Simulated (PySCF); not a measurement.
C2H7NOSi.
Atom-mapped SMILES: `[CH3:1][O:2]/[CH:3]=[N:4]\[SiH3:5]` (hydrogens: H6, H7, H8 on C1; H9 on C3; H10, H11, H12 on Si5)

Method: PySCF, PBE0-D3(BJ)/def2-SVP geometry optimisation, gas phase; density fitting, grid level 1; the optimiser is geomeTRIC in internal coordinates, started from a GFN2-xTB structure with every atom displaced at random (about 0.01 Å).

Step 2: E = -13585.9117 eV
```
atom  x, y, z in Å  |  force x, y, z in eV/Å
C1     -1.6106   -0.5418    0.5938    0.126  -0.065   0.074
O2     -1.6322    0.8393    0.3063    0.414  -0.223  -0.056
C3     -0.4828    1.3743   -0.1422   -0.208   0.406  -0.172
N4      0.6252    0.8499   -0.3741   -0.211  -0.127   0.142
Si5     1.8565   -0.3222   -0.4896   -0.010   0.007   0.036
H6     -0.8989   -0.7569    1.4109   -0.066  -0.042  -0.060
H7     -1.3107   -1.1259   -0.2917   -0.022  -0.014   0.020
H8     -2.6245   -0.8250    0.9011    0.007   0.025  -0.003
H9     -0.6832    2.4456   -0.3160    0.033   0.095   0.015
H10     1.4711   -1.7156   -0.0737    0.002   0.008  -0.026
H11     2.9987    0.1094    0.3724   -0.023  -0.024   0.025
H12     2.3300   -0.3671   -1.9063   -0.042  -0.048   0.006
```

Step 3: E = -13585.9315 eV
```
atom  x, y, z in Å  |  force x, y, z in eV/Å
C1     -1.5605   -0.5548    0.5799    0.011   0.085  -0.022
O2     -1.6069    0.8310    0.3091    0.032   0.031  -0.049
C3     -0.4916    1.4109   -0.1619   -0.145  -0.156   0.200
N4      0.6136    0.8797   -0.3831    0.148   0.101  -0.090
Si5     1.8203   -0.3184   -0.4718   -0.034  -0.019   0.007
H6     -0.8283   -0.7884    1.3692    0.023   0.032   0.009
H7     -1.2942   -1.1316   -0.3197    0.004   0.008  -0.029
H8     -2.5649   -0.8378    0.9155   -0.006  -0.011   0.006
H9     -0.7011    2.4848   -0.3165   -0.022  -0.024  -0.031
H10     1.3925   -1.6952   -0.0473    0.011  -0.025  -0.003
H11     2.9622    0.0883    0.4017   -0.014  -0.003   0.009
H12     2.2976   -0.4044   -1.8843   -0.007  -0.018  -0.006
```

Step 4: E = -13585.9349 eV
```
atom  x, y, z in Å  |  force x, y, z in eV/Å
C1     -1.5414   -0.5519    0.5729   -0.025  -0.003   0.015
O2     -1.6090    0.8321    0.3108    0.014   0.025  -0.011
C3     -0.4963    1.4165   -0.1536   -0.102  -0.083   0.021
N4      0.6110    0.8898   -0.3805    0.105   0.136  -0.051
Si5     1.8047   -0.3218   -0.4663   -0.017  -0.051   0.018
H6     -0.7999   -0.7745    1.3570    0.005  -0.001   0.003
H7     -1.2692   -1.1170   -0.3330   -0.004  -0.001  -0.002
H8     -2.5393   -0.8545    0.9117    0.002  -0.009   0.005
H9     -0.7161    2.4863   -0.3202    0.021   0.001   0.007
H10     1.3653   -1.6953   -0.0398    0.009  -0.012  -0.004
H11     2.9474    0.0747    0.4102   -0.004   0.001   0.001
H12     2.2813   -0.4202   -1.8783   -0.005  -0.002  -0.002
```

**Question.** Estimate the geometry and energy of step 5. (The exact step hangs on the optimiser's Hessian estimate; all steps are aligned on step 4, rigid shifts and turns removed.)

**Answer.** E = -13585.9369 eV, largest force 0.130 eV/Å
```
atom  x, y, z in Å  |  force x, y, z in eV/Å
C1     -1.5322   -0.5525    0.5722   -0.011  -0.024   0.008
O2     -1.6073    0.8304    0.3081   -0.007  -0.005   0.002
C3     -0.4987    1.4193   -0.1568   -0.027  -0.025   0.001
N4      0.6147    0.9036   -0.3859    0.036   0.119  -0.036
Si5     1.7963   -0.3218   -0.4644   -0.010  -0.071   0.017
H6     -0.7827   -0.7690    1.3505   -0.001  -0.010   0.002
H7     -1.2637   -1.1168   -0.3356   -0.007  -0.005   0.009
H8     -2.5252   -0.8620    0.9194    0.003   0.007   0.002
H9     -0.7236    2.4883   -0.3213    0.017   0.002   0.002
H10     1.3453   -1.6946   -0.0456    0.005   0.002  -0.002
H11     2.9339    0.0630    0.4235    0.002   0.004  -0.004
H12     2.2817   -0.4238   -1.8731    0.000   0.007   0.000
```

The energy changes by -0.0021 eV. The first-order estimate −F·Δx gives -0.0023 eV and the mean of the old and new forces, exact on a quadratic surface, -0.0019 eV. The step makes an angle of 78° with the force vector and moves no atom by more than 0.022 Å.

What follows is the cost of the whole optimisation. The run took 36 s of wall time on one thread of an Arm Neoverse V1, shared host, and the process peaked at 0.45 GiB of memory.
